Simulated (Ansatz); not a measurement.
TiO2. Charge 0, multiplicity 3. Geometry r2SCAN-D4/def2-TZVP.

```xyz
3

Ti   -0.6096   -0.7440   -0.5586
O     0.3027    0.8067   -0.2974
O     0.3069   -0.0627    0.8560
```

LC-ωPBE has ω = 0.4 bohr⁻¹. The structure holds one bond between oxygen atoms, so isomers without such links may lie far lower. The structure comes from a short search, and lower isomers may exist.

(1) Estimate the α-spin orbital energies around the gap (eV) in Ansatz with HF/STO-3G, PBE-D4/def2-TZVP, CAM-B3LYP-D4/def2-TZVP, LC-ωPBE/def2-TZVP, ωB97X-V/def2-TZVP.

## Answers

(1) 
| orbital | HF/STO-3G | PBE-D4/def2-TZVP | CAM-B3LYP-D4/def2-TZVP | LC-ωPBE/def2-TZVP | ωB97X-V/def2-TZVP |
| --- | --- | --- | --- | --- | --- |
| HOMO−13 | -490.51 | -441.96 | -453.62 | -448.29 | -453.66 |
| HOMO−12 | -83.20 | -60.79 | -67.30 | -67.50 | -68.48 |
| HOMO−11 | -54.69 | -38.45 | -43.60 | -44.52 | -44.75 |
| HOMO−10 | -54.31 | -37.92 | -43.15 | -44.09 | -44.29 |
| HOMO−9 | -53.96 | -37.59 | -42.95 | -43.80 | -44.07 |
| HOMO−8 | -35.35 | -26.50 | -30.59 | -31.69 | -31.80 |
| HOMO−7 | -27.03 | -19.59 | -23.39 | -24.45 | -24.61 |
| HOMO−6 | -12.63 | -10.86 | -13.30 | -14.55 | -14.27 |
| HOMO−5 | -12.61 | -9.73 | -12.63 | -13.87 | -13.65 |
| HOMO−4 | -11.34 | -9.73 | -12.58 | -13.77 | -13.56 |
| HOMO−3 | -8.86 | -7.04 | -9.60 | -10.71 | -10.53 |
| HOMO−2 | -6.96 | -5.60 | -8.12 | -9.22 | -9.04 |
| HOMO−1 | -6.83 | -4.38 | -7.73 | -8.92 | -8.68 |
| HOMO | -4.93 | -3.72 | -6.20 | -7.32 | -6.94 |
| LUMO | 5.67 | -3.28 | -1.14 | -0.06 | -0.04 |
| LUMO+1 | 6.70 | -2.89 | -0.80 | 0.54 | 0.41 |
| LUMO+2 | 6.90 | -2.79 | -0.29 | 0.88 | 0.81 |
| LUMO+3 | 6.98 | -2.25 | -0.18 | 1.18 | 1.07 |
| LUMO+4 | 9.08 | -0.13 | 1.95 | 3.04 | 3.00 |
| LUMO+5 | 14.34 | -0.01 | 2.54 | 3.37 | 3.31 |
| β HOMO | -7.41 | -5.63 | -8.24 | -9.37 | -9.15 |
| β LUMO | 4.60 | -2.80 | -1.83 | -0.48 | -0.24 |
